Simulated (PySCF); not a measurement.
# Which determinant of SnCl lies lowest?

Unrestricted PBE0; PySCF, scalar-relativistic core potentials, basis sets Sn def2-TZVPP with ECP28, Cl def2-TZVPP. Outer shells of the fragments: Sn 4d10 5s2 5p2; Cl 3s2 3p5.

Followed along the bond (rough minima from three points):

```csv
2Ms+1,unpaired,⟨S²⟩ at the start,R at minimum (Å),Te (eV)
2,π ↑,0.75,2.37,0.00
4,"σ ↑, π ↑↑",3.75,2.39,3.39
```

Solutions found at the starting distance of 2.320 Å, counted from the lowest of them; the search is not exhaustive and high or unbound solutions are not listed, so other states can lie among these:

```
2Ms+1   unpaired   term  E (eV)  ⟨S²⟩  ⟨Lz²⟩  μ (D)
    2        π ↑     ²Π    0.00  0.75   1.01  -2.31
    2        σ ↑    ²Σ⁺    2.60  0.75   0.00  -1.41
    4  σ ↑, π ↑↑    ⁴Σ⁻    3.39  3.75   0.00  -1.11
    2  σ ↑, π ↑↓  mixed    4.14  1.76   2.02  -0.57
    2  σ ↓, π ↑↑  mixed    4.23  1.77   0.00  -0.18
    4      π ↑↑↑     ⁴Π    4.86  3.76   1.01   3.04
```

A term symbol is given only where ⟨S²⟩ and ⟨Lz²⟩ are close to those of a pure state; real π, δ and φ orbitals otherwise mix terms. A positive dipole means Sn(−)Cl(+).

Spin–orbit coupling is left out. Counting both spins, an empty level lies below a filled one in some of these solutions, because spin and occupation are held.
